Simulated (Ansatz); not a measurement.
Ansatz (a program for electronic structure) input:

Ansatz 0.2 input:
```yaml
crystal:
  periodic: [false, false, false]
  atoms:
    - {symbol: Mo, position_ang: [0.12905183, -0.03359328, 0.04336336]}
    - {symbol: O, position_ang: [1.34816347, -0.59153228, -0.91901588]}
    - {symbol: O, position_ang: [0.58734184, 0.22319437, 1.60800052]}
    - {symbol: Cl, position_ang: [-0.59090532, 1.80715609, -0.76679521]}
    - {symbol: Cl, position_ang: [-1.46028645, -1.46068401, 0.02503606]}
basis:
  gaussian:
    orbitals: def2-TZVP
hamiltonian:
  xc: b3lyp
  dispersion: d3bj
total_charge: 1
magnetization: {spin_polarized: true, initial_magnetization: 1}
relax: {f_tol: 0.002, max_steps: 150}
```

What final total energy does it print?

-1138.99260 Eh (B3LYP-D3(BJ)/def2-TZVP). The basis has 176 functions.

The spin state was set by rule; other spins were not relaxed.
